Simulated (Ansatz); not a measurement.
Ansatz (a first-principles code) input (HF/3-21G): The .json file is the Basis Set Exchange's 3-21G.

Ansatz 0.2 input:
```yaml
crystal:
  periodic: [false, false, false]
  atoms:
    - {symbol: B, position_ang: [-0.23862919, -0.00199105, -1.32878177]}
    - {symbol: H, position_ang: [-0.34214081, 1.04840257, -1.90910836]}
    - {symbol: H, position_ang: [-0.34296118, -1.05411884, -1.90581062]}
    - {symbol: C, position_ang: [0.01276944, 0.00010654, 0.07110532]}
    - {symbol: O, position_ang: [0.22520391, 0.00187903, 1.25402449]}
basis:
  gaussian:
    orbitals: 3-21G.json
hamiltonian:
  xc: {name: HF}
total_charge: -1
phonons: {temperatures: {t_min: 298.15, t_max: 298.15, t_step: 100}}
```

Output:

```
Functional definition: HF
integrals: 0.00 GiB planned
411 factors; integrals over basis functions are off by at most 6.0e-4 eV
mean field: 0.05 GiB planned
mean field evaluation 1: about -3745.7804 eV, gradient 2.8e1 eV
mean field evaluation 2: about -3745.7846 eV, gradient 2.8e1 eV
mean field evaluation 4: about -3748.2490 eV, gradient 2.6e0 eV
mean field evaluation 8: about -3748.2926 eV, gradient 3.3e-2 eV
mean field -3748.29231643 eV, -137.7472019450 hartree, gradient 2.5e-5 eV, S^2 0.000000; 0 other end points of the search recorded, 0 dependent functions left out
the calculation of the forces begins
reference -3748.29231643 eV, -137.7472019450 hartree; 11, 11 occupied and 20, 20 virtual orbitals, 411 factors
these checks for a lower state are left out or cut short: stability, starts, cluster_reference, orbital_swaps, neighbouring_geometries, increment
integrals: 0.00 GiB planned
411 factors; integrals over basis functions are off by at most 6.0e-4 eV
mean field: 0.05 GiB planned
mean field evaluation 16: about -3748.2922 eV, gradient 3.5e-6 eV
mean field -3748.29220942 eV, -137.7471980126 hartree, gradient 9.9e-7 eV, S^2 0.000000; 0 other end points of the search recorded, 0 dependent functions left out
the calculation of the forces begins
reference -3748.29220942 eV, -137.7471980126 hartree; 11, 11 occupied and 20, 20 virtual orbitals, 411 factors
these checks for a lower state are left out or cut short: stability, starts, cluster_reference, orbital_swaps, neighbouring_geometries, increment
integrals: 0.00 GiB planned
411 factors; integrals over basis functions are off by at most 6.0e-4 eV
mean field: 0.05 GiB planned
mean field -3748.29220749 eV, -137.7471979417 hartree, gradient 9.9e-7 eV, S^2 0.000000; 0 other end points of the search recorded, 0 dependent functions left out
the calculation of the forces begins
reference -3748.29220749 eV, -137.7471979417 hartree; 11, 11 occupied and 20, 20 virtual orbitals, 411 factors
these checks for a lower state are left out or cut short: stability, starts, cluster_reference, orbital_swaps, neighbouring_geometries, increment
integrals: 0.00 GiB planned
411 factors; integrals over basis functions are off by at most 6.0e-4 eV
mean field: 0.05 GiB planned
mean field evaluation 32: about -3748.2923 eV, gradient 1.8e-6 eV
mean field -3748.29228937 eV, -137.7472009507 hartree, gradient 1.8e-6 eV, S^2 0.000000; 0 other end points of the search recorded, 0 dependent functions left out
the calculation of the forces begins
reference -3748.29228937 eV, -137.7472009507 hartree; 11, 11 occupied and 20, 20 virtual orbitals, 411 factors
these checks for a lower state are left out or cut short: stability, starts, cluster_reference, orbital_swaps, neighbouring_geometries, increment
integrals: 0.00 GiB planned
411 factors; integrals over basis functions are off by at most 6.0e-4 eV
mean field: 0.05 GiB planned
mean field -3748.29229090 eV, -137.7472010067 hartree, gradient 1.7e-6 eV, S^2 0.000000; 0 other end points of the search recorded, 0 dependent functions left out
the calculation of the forces begins
reference -3748.29229090 eV, -137.7472010067 hartree; 11, 11 occupied and 20, 20 virtual orbitals, 411 factors
these checks for a lower state are left out or cut short: stability, starts, cluster_reference, orbital_swaps, neighbouring_geometries, increment
integrals: 0.00 GiB planned
411 factors; integrals over basis functions are off by at most 6.0e-4 eV
mean field: 0.05 GiB planned
mean field -3748.29228675 eV, -137.7472008544 hartree, gradient 3.0e-6 eV, S^2 0.000000; 0 other end points of the search recorded, 0 dependent functions left out
the calculation of the forces begins
reference -3748.29228675 eV, -137.7472008544 hartree; 11, 11 occupied and 20, 20 virtual orbitals, 411 factors
these checks for a lower state are left out or cut short: stability, starts, cluster_reference, orbital_swaps, neighbouring_geometries, increment
integrals: 0.00 GiB planned
411 factors; integrals over basis functions are off by at most 6.0e-4 eV
mean field: 0.05 GiB planned
mean field -3748.29228603 eV, -137.7472008278 hartree, gradient 1.2e-6 eV, S^2 0.000000; 0 other end points of the search recorded, 0 dependent functions left out
the calculation of the forces begins
reference -3748.29228603 eV, -137.7472008278 hartree; 11, 11 occupied and 20, 20 virtual orbitals, 411 factors
these checks for a lower state are left out or cut short: stability, starts, cluster_reference, orbital_swaps, neighbouring_geometries, increment
integrals: 0.00 GiB planned
411 factors; integrals over basis functions are off by at most 6.0e-4 eV
mean field: 0.05 GiB planned
mean field -3748.29216112 eV, -137.7471962376 hartree, gradient 9.9e-7 eV, S^2 0.000000; 0 other end points of the search recorded, 0 dependent functions left out
the calculation of the forces begins
reference -3748.29216112 eV, -137.7471962376 hartree; 11, 11 occupied and 20, 20 virtual orbitals, 411 factors
these checks for a lower state are left out or cut short: stability, starts, cluster_reference, orbital_swaps, neighbouring_geometries, increment
integrals: 0.00 GiB planned
411 factors; integrals over basis functions are off by at most 6.0e-4 eV
mean field: 0.05 GiB planned
mean field evaluation 64: about -3748.2922 eV, gradient 3.5e-6 eV
mean field -3748.29215848 eV, -137.7471961406 hartree, gradient 1.0e-6 eV, S^2 0.000000; 0 other end points of the search recorded, 0 dependent functions left out
the calculation of the forces begins
reference -3748.29215848 eV, -137.7471961406 hartree; 11, 11 occupied and 20, 20 virtual orbitals, 411 factors
these checks for a lower state are left out or cut short: stability, starts, cluster_reference, orbital_swaps, neighbouring_geometries, increment
integrals: 0.00 GiB planned
411 factors; integrals over basis functions are off by at most 6.0e-4 eV
mean field: 0.05 GiB planned
mean field -3748.29221727 eV, -137.7471983011 hartree, gradient 9.9e-7 eV, S^2 0.000000; 0 other end points of the search recorded, 0 dependent functions left out
the calculation of the forces begins
reference -3748.29221727 eV, -137.7471983011 hartree; 11, 11 occupied and 20, 20 virtual orbitals, 411 factors
these checks for a lower state are left out or cut short: stability, starts, cluster_reference, orbital_swaps, neighbouring_geometries, increment
integrals: 0.00 GiB planned
411 factors; integrals over basis functions are off by at most 6.0e-4 eV
mean field: 0.05 GiB planned
mean field -3748.29221977 eV, -137.7471983930 hartree, gradient 9.9e-7 eV, S^2 0.000000; 0 other end points of the search recorded, 0 dependent functions left out
the calculation of the forces begins
reference -3748.29221977 eV, -137.7471983930 hartree; 11, 11 occupied and 20, 20 virtual orbitals, 411 factors
Total energy: -3748.29231643 eV, -137.7472019450 hartree
Atom 0 at    -0.238629    -0.001991    -1.328782 Å, force     0.000107     0.000001     0.000594 eV/Å
Atom 1 at    -0.342141     1.048403    -1.909108 Å, force    -0.000054     0.000190    -0.000299 eV/Å
Atom 2 at    -0.342961    -1.054119    -1.905811 Å, force    -0.000054    -0.000191    -0.000299 eV/Å
Atom 3 at     0.012769     0.000107     0.071105 Å, force     0.000166     0.000001     0.000923 eV/Å
Atom 4 at     0.225204     0.001879     1.254024 Å, force    -0.000165    -0.000001    -0.000919 eV/Å
Dipole moment:     0.087180     0.000727     0.485453 e Å
Vibrations: 420.84 551.83 749.75 933.63 1026.71 1277.34 2028.05 2602.62 2652.15 cm⁻¹, zero-point energy 0.758965 eV
```

The blocks after the first are displaced geometries, from whose forces the wavenumbers follow.

The dipole moment of an ion depends on the origin.
